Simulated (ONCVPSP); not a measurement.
# Before and after: ONCV potential for aluminium

* Element: Al (Z = 13)
* Generator: ONCVPSP 4.0.1
* Type: optimised norm-conserving Vanderbilt (ONCV)
* Functional: PBE
* Relativity: scalar-relativistic
* Frozen core: [He]
* Valence charge: 11
* Reference configuration: 2s2 2p6 3s1 (charge +2)
* Partial waves: 2s+3s: rc 1.20 bohr, ncon 4, nbas 7, qcut 13.3 1/bohr, 2 projectors; 2p: rc 0.90 bohr, ncon 4, nbas 8, qcut 16.8 1/bohr, 2 projectors, debl 0.3 Ha
* Local potential: polynomial inside 0.85 bohr (lpopt 1, dvloc0 3 Ha)
* Core correction: polynomial model core, fcfact 0.45

In the p channel the program set the typed energies aside and used -3.317, 0.250 Ha.

All-electron outer shells of the reference configuration (PBE, scalar-relativistic, ld1.x):

```csv
shell,level (eV),outermost node (bohr),outermost maximum (bohr)
1s,-1532.29,–,0.08
2s,-128.77,0.16,0.50
2p,-90.26,–,0.43
3s,-23.75,0.79,1.91
```

Change: s: qcut 16.1.

Cutoffs: the cutoffs (Ha) at which the residual kinetic energy of the hardest occupied pseudo-wave falls to 1 and 0.1 mHa per electron; they do not see the model core or the augmentation charge, which bear on the density cutoff. Errors are all-electron minus pseudo energies relative to the spin-unpolarised reference configuration.

Task: How do hardness, ghosts and transferability respond?

Result: The potential gets neither clearly harder nor softer (101 Ha and 116 Ha → 101 Ha and 116 Ha); the p channel sets the loose cutoff, while the largest relative change is in s, which becomes harder; the errors of the 4 common tests hardly move; neither file shows a bound ghost.

| quantity | base | changed |
| --- | --- | --- |
| cutoff, loose | 101 Ha | 101 Ha |
| cutoff, tight | 116 Ha | 116 Ha |
| loose cutoff by channel | s 25 Ha, p 101 Ha | s 47 Ha, p 101 Ha |
| bound ghosts | none | none |
| GHOST(+) flags under 300 eV | none | none |
| error for 2s2 2p6 3s2 3p1, meV [ΔE -24.99 eV] | +0.1 | +0.2 |
| error for 2s2 2p6 3s2, meV [ΔE -19.23 eV] | -0.3 | -0.2 |
| error for 2s2 2p6 3s0, meV [ΔE 28.44 eV] | -1.9 | -1.7 |
| error for 2s2 2p5 3s2 3p1, meV [ΔE 57.83 eV] | +177 | +169 |
| s: phases at 1.22 bohr within 0.05 rad from the reference energy up to (Ha; the scan ends near 5) | to the end of the scan | to the end of the scan |
| p: phases at 0.91 bohr within 0.05 rad from the reference energy up to (Ha; the scan ends near 5) | to the end of the scan | to the end of the scan |
| rms error of d²Exc/dni dnj with the model core, mHa | 2.39 | 2.40 |
